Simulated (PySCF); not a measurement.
## Static response to an electric field

C5H8FN.
Geometry (GFN2-xTB, Å), atoms numbered from 1 in this order:
```xyz
15
C5H8FN angstrom
C      2.049   -0.774    1.008
C      1.299   -0.464   -0.032
F      1.206   -1.337   -1.065
C      0.468    0.763   -0.229
C     -0.991    0.442    0.087
C     -1.766   -0.180   -1.026
N     -1.551    0.646    1.190
H      2.145   -0.105    1.841
H      2.591   -1.702    1.046
H      0.830    1.548    0.437
H      0.554    1.089   -1.267
H     -1.872    0.532   -1.844
H     -2.751   -0.468   -0.673
H     -1.242   -1.053   -1.408
H     -0.974    1.069    1.913
```

Level: CAM-B3LYP/def2-SVPD (PySCF), static field, nuclei fixed, core orbitals frozen in the response. The polarisability tensor in these axes (au):

```
x   73.99 -5.53  6.15
y   -5.53 57.90  2.65
z    6.15  2.65 73.01
```

Q: What are the eigenvalues, a third of the trace, and Δα (Δα² = ½Σ(αi − αj)² over the three pairs)?

A: Principal values 55.05, 69.92 and 79.93 au; mean 68.30 au = 10.12 Å³ = 11.26 × 10⁻⁴⁰ C²·m²/J; Δα = 21.68 au (32 % of the mean).

Q: What is the dipole moment, and where does it point?

A: (1.70, 1.28, -0.18) D, 2.14 D in size, pointing from the negative to the positive side. Measured along this direction, the outermost atoms are H13 at the negative end and H10 and H8 at the positive end.

Q: How large is μ²/3kT at 350 K beside α?

A: In Gaussian units μ²/3kT = 31.50 Å³ against 10.12 Å³, a ratio of 3.11; the Debye molar polarisation (4π/3)N_A(α + μ²/3kT) is 105.0 cm³/mol, leaving out the vibrational part.

Q: Give the principal axes and the span of the nuclei along them.

A: Largest value along (0.76, -0.12, 0.63), where the nuclei span 5.50 Å; middle along (-0.54, 0.41, 0.73), 4.35 Å; least along (0.35, 0.90, -0.25), 2.78 Å. The response follows the extents in order.

Q: What are the principal values of the traceless quadrupole moment, Θ = ½Σq(3rr − r²1), about the centre of nuclear charge?

A: -12.52, 3.28, 9.24 D·Å. The values depend on the origin, since the dipole doesn't vanish. The electronic extent ⟨r²⟩ about the same centre is 819 bohr², a root-mean-square distance of 2.06 Å for the 54 electrons.

Q: In TDDFT the mean static polarisability is Σ f/ω² over all singlet excitations (ω in hartree). How much of it do the 8 lowest give? Their energies (eV) and oscillator strengths: 5.26, 0.0035; 6.76, 0.0888; 7.00, 0.1532; 7.32, 0.0517; 7.59, 0.0921; 7.84, 0.0872; 7.92, 0.0079; 8.14, 0.0960.

A: They add up to 7.96 au, 11.7 % of the 68.30 au; the largest single term is 2.31 au, from the state at 7.00 eV. Terms in order: 0.09, 1.44, 2.31, 0.71, 1.19, 1.05, 0.09, 1.07 au. Higher excitations give the rest. The strengths listed sum to 0.581.

Geometry: GFN2-xTB, one conformer, isolated molecule.
